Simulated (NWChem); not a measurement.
Program: NWChem. System: germanium monoxide (GeO), charge 0, spin multiplicity 1, at a geometry optimised with PBE/def2-SVP. Level: B3LYP/def2-SVP, VWN1-RPA local correlation.

Job file:

```
start mol
memory heap 200 mb stack 900 mb global 1100 mb
geometry units angstroms nocenter noautoz noautosym
  Ge     0.000000     0.000000     0.329722
  O      0.000000     0.000000    -1.318888
end
basis spherical
  * library def2-svp
end
dft
  xc b3lyp
  semidirect memsize 60000000 filesize 0
  iterations 100
end
task dft energy
```

NWChem printed:

```
             Northwest Computational Chemistry Package (NWChem) 7.3.0
             --------------------------------------------------------

                                NWChem Input Module
                                -------------------

 Scaling coordinates for geometry "geometry" by  1.889725989
 (inverse scale =  0.529177249)

                             Geometry "geometry" -> ""
                             -------------------------

 Output coordinates in angstroms (scale by  1.889725989 to convert to a.u.)

  No.       Tag          Charge          X              Y              Z
 ---- ---------------- ---------- -------------- -------------- --------------
    1 Ge                  32.0000     0.00000000     0.00000000     0.32972200
    2 O                    8.0000     0.00000000     0.00000000    -1.31888800

 Effective nuclear repulsion energy (a.u.)      82.1718755460

            Nuclear Dipole moment (a.u.)
            ----------------------------
        X                 Y               Z
 ---------------- ---------------- ----------------
     0.0000000000     0.0000000000     0.0000000000


 Summary of "ao basis" -> "" (spherical)
 ------------------------------------------------------------------------------
       Tag                 Description            Shells   Functions and Types
 ---------------- ------------------------------  ------  ---------------------
 *                          def2-svp                  on all atoms

                                 NWChem DFT Module
                                 -----------------

 Summary of "ao basis" -> "ao basis" (spherical)
 ------------------------------------------------------------------------------
       Tag                 Description            Shells   Functions and Types
 ---------------- ------------------------------  ------  ---------------------
 Ge                         def2-svp                12       32   5s4p3d
 O                          def2-svp                 6       14   3s2p1d

 Summary of "ao basis" -> "ao basis" (spherical)
 ------------------------------------------------------------------------------
       Tag                 Description            Shells   Functions and Types
 ---------------- ------------------------------  ------  ---------------------
 Ge                         def2-svp                12       32   5s4p3d
 O                          def2-svp                 6       14   3s2p1d

            General Information
            -------------------
          SCF calculation type: DFT
          Wavefunction type:  closed shell.
          No. of atoms     :     2
          No. of electrons :    40
           Alpha electrons :    20
            Beta electrons :    20
          Charge           :     0
          Spin multiplicity:     1
          Use of symmetry is: off; symmetry adaption is: off
          Maximum number of iterations: 100
          AO basis - number of functions:    46
                     number of shells:    18
          Convergence on energy requested:  1.00D-06
          Convergence on density requested:  1.00D-05
          Convergence on gradient requested:  5.00D-04

              XC Information
              --------------
                         B3LYP Method XC Potential
                     Hartree-Fock (Exact) Exchange  0.200
                        Slater Exchange Functional  0.800 local
                    Becke 1988 Exchange Functional  0.720 non-local
              Lee-Yang-Parr Correlation Functional  0.810
                  VWN I RPA Correlation Functional  0.190 local

             Grid Information
             ----------------
          Grid used for XC integration:  medium
          Radial quadrature: Mura-Knowles
          Angular quadrature: Lebedev.
          Tag              B.-S. Rad. Rad. Pts. Rad. Cut. Ang. Pts.
          ---              ---------- --------- --------- ---------
          Ge                  1.25      112           6.0       590
          O                   0.60       49           7.0       434
          Grid pruning is: on
          Number of quadrature shells:   161
          Spatial weights used:  Erf1

          Convergence Information
          -----------------------
          Convergence aids based upon iterative change in
          total energy or number of iterations.
          Levelshifting, if invoked, occurs when the
          HOMO/LUMO gap drops below (HL_TOL):  1.00D-02
          DIIS, if invoked, will attempt to extrapolate
          using up to (NFOCK): 10 stored Fock matrices.

                    Damping( 0%)  Levelshifting(0.5)       DIIS
                  --------------- ------------------- ---------------
          dE  on:    start            ASAP                start
          dE off:    2 iters        100 iters           100 iters

      Screening Tolerance Information
      -------------------------------
          Density screening/tol_rho:  1.00D-10
          AO Gaussian exp screening on grid/accAOfunc:  14
          CD Gaussian exp screening on grid/accCDfunc:  20
          XC Gaussian exp screening on grid/accXCfunc:  20
          Schwarz screening/accCoul:  1.00D-08

      Superposition of Atomic Density Guess
      -------------------------------------

 Sum of atomic energies:       -2149.73464424

      Non-variational initial energy
      ------------------------------

 Total energy =   -2149.672806
 1-e energy   =   -3161.563846
 2-e energy   =     929.719165
 HOMO         =      -0.350068
 LUMO         =      -0.030201

------------------------------------------------------------
EAF file 0: "./mol.aoints.0" size=524288 bytes
------------------------------------------------------------
               write      read    awrite     aread      wait
               -----      ----    ------     -----      ----
     calls:        1         0         0         0         0
   data(b): 5.24e+05  0.00e+00  0.00e+00  0.00e+00
   time(s): 0.00e+00  0.00e+00  0.00e+00  0.00e+00  0.00e+00
rate(mb/s): 0.00e+00  0.00e+00
------------------------------------------------------------

   convergence    iter        energy       DeltaE   RMS-Dens  Diis-err    time
 ---------------- ----- ----------------- --------- --------- ---------  ------
 d= 0,ls=0.0,diis     1  -2151.7540305831 -2.23D+03  7.25D-02  1.27D+00     1.0
 d= 0,ls=0.0,diis     2  -2148.3106323928  3.44D+00  5.83D-02  2.02D+01     1.1
 d= 0,ls=0.0,diis     3  -2151.9487676925 -3.64D+00  2.66D-03  4.15D-02     1.2
 d= 0,ls=0.0,diis     4  -2151.9504389247 -1.67D-03  9.25D-04  1.42D-02     1.2
 d= 0,ls=0.0,diis     5  -2151.9510159274 -5.77D-04  3.29D-04  2.49D-03     1.3
  Resetting Diis
 d= 0,ls=0.0,diis     6  -2151.9512306787 -2.15D-04  3.25D-04  8.02D-04     1.4
 d= 0,ls=0.0,diis     7  -2151.9513280783 -9.74D-05  3.32D-05  1.02D-06     1.5
 d= 0,ls=0.0,diis     8  -2151.9513273430  7.35D-07  3.19D-05  7.96D-06     1.5
 d= 0,ls=0.0,diis     9  -2151.9513281466 -8.04D-07  5.37D-06  2.61D-07     1.6

         Total DFT energy =    -2151.951328146569
      One electron energy =    -3161.461643211753
           Coulomb energy =     1014.959139147667
    Exchange-Corr. energy =      -87.620699628503
 Nuclear repulsion energy =       82.171875546019

 Numeric. integr. density =       39.999996516861

     Total iterative time =      1.2s

                       DFT Final Molecular Orbital Analysis
                       ------------------------------------

 Vector   18  Occ=2.000000D+00  E=-3.097409D-01
              MO Center= -1.4D-09, -1.8D-09, -1.0D+00, r^2= 1.2D+00
   Bfn.  Coefficient  Atom+Function         Bfn.  Coefficient  Atom+Function
  ----- ------------  ---------------      ----- ------------  ---------------
    37      0.411455  2 O  py                36      0.373578  2 O  px
    40      0.288090  2 O  py                39      0.261569  2 O  px
    13      0.170042  1 Ge py                16      0.159547  1 Ge py
    12      0.154388  1 Ge px                15      0.144860  1 Ge px
    10     -0.097747  1 Ge py                 9     -0.088749  1 Ge px

 Vector   19  Occ=2.000000D+00  E=-3.097409D-01
              MO Center= -9.5D-09,  8.9D-09, -1.0D+00, r^2= 1.2D+00
   Bfn.  Coefficient  Atom+Function         Bfn.  Coefficient  Atom+Function
  ----- ------------  ---------------      ----- ------------  ---------------
    36      0.411455  2 O  px                37     -0.373578  2 O  py
    39      0.288090  2 O  px                40     -0.261569  2 O  py
    12      0.170042  1 Ge px                15      0.159547  1 Ge px
    13     -0.154388  1 Ge py                16     -0.144860  1 Ge py
     9     -0.097747  1 Ge px                10      0.088749  1 Ge py

 Vector   20  Occ=2.000000D+00  E=-3.008730D-01
              MO Center=  1.2D-08, -5.6D-09, -3.3D-01, r^2= 2.4D+00
   Bfn.  Coefficient  Atom+Function         Bfn.  Coefficient  Atom+Function
  ----- ------------  ---------------      ----- ------------  ---------------
    38      0.492368  2 O  pz                14     -0.346155  1 Ge pz
    41      0.327789  2 O  pz                 5     -0.322666  1 Ge s
     4     -0.261194  1 Ge s                 11      0.199987  1 Ge pz
     3      0.169560  1 Ge s                 17     -0.147249  1 Ge pz
    35     -0.093454  2 O  s                 20     -0.075178  1 Ge d  0

 Vector   21  Occ=0.000000D+00  E=-7.885323D-02
              MO Center=  4.7D-09, -5.5D-09,  1.8D-01, r^2= 2.8D+00
   Bfn.  Coefficient  Atom+Function         Bfn.  Coefficient  Atom+Function
  ----- ------------  ---------------      ----- ------------  ---------------
    16      0.511867  1 Ge py                15     -0.399821  1 Ge px
    13      0.335154  1 Ge py                12     -0.261790  1 Ge px
    37     -0.256936  2 O  py                40     -0.242112  2 O  py
    36      0.200694  2 O  px                39      0.189115  2 O  px
    10     -0.182560  1 Ge py                 9      0.142599  1 Ge px

 Vector   22  Occ=0.000000D+00  E=-7.885323D-02
              MO Center=  5.7D-10,  1.2D-11,  1.8D-01, r^2= 2.8D+00
   Bfn.  Coefficient  Atom+Function         Bfn.  Coefficient  Atom+Function
  ----- ------------  ---------------      ----- ------------  ---------------
    15      0.511867  1 Ge px                16      0.399821  1 Ge py
    12      0.335154  1 Ge px                13      0.261790  1 Ge py
    36     -0.256936  2 O  px                39     -0.242112  2 O  px
    37     -0.200694  2 O  py                40     -0.189115  2 O  py
     9     -0.182560  1 Ge px                10     -0.142599  1 Ge py

 Vector   23  Occ=0.000000D+00  E= 5.004730D-02
              MO Center=  5.1D-10,  1.4D-09,  1.2D-01, r^2= 3.8D+00
   Bfn.  Coefficient  Atom+Function         Bfn.  Coefficient  Atom+Function
  ----- ------------  ---------------      ----- ------------  ---------------
    17      1.105654  1 Ge pz                35      0.724805  2 O  s
     5     -0.576555  1 Ge s                 41      0.267650  2 O  pz
    38      0.220716  2 O  pz                14      0.185377  1 Ge pz
    34      0.136606  2 O  s                 20     -0.126652  1 Ge d  0
    11     -0.114108  1 Ge pz                30      0.102405  1 Ge d  0

 center of mass
 --------------
 x =   0.00000000 y =   0.00000000 z =   0.06889552

 moments of inertia (a.u.)
 ------------------
         127.628469696329           0.000000000000           0.000000000000
           0.000000000000         127.628469696329           0.000000000000
           0.000000000000           0.000000000000           0.000000000000

     Multipole analysis of the density
     ---------------------------------

     L   x y z        total         alpha         beta         nuclear
     -   - - -        -----         -----         ----         -------
     0   0 0 0     -0.000000    -20.000000    -20.000000     40.000000

     1   1 0 0      0.000000      0.000000      0.000000      0.000000
     1   0 1 0     -0.000000     -0.000000     -0.000000      0.000000
     1   0 0 1      1.200197      0.600099      0.600099      0.000000

     2   2 0 0    -15.111012     -7.555506     -7.555506      0.000000
     2   1 1 0      0.000000      0.000000      0.000000      0.000000
     2   1 0 1      0.000000      0.000000      0.000000      0.000000
     2   0 2 0    -15.111012     -7.555506     -7.555506      0.000000
     2   0 1 1     -0.000000     -0.000000     -0.000000      0.000000
     2   0 0 2    -19.436435    -40.776934    -40.776934     62.117434

 Task  times  cpu:        1.6s     wall:        1.6s

 Total times  cpu:        1.6s     wall:        1.6s
```
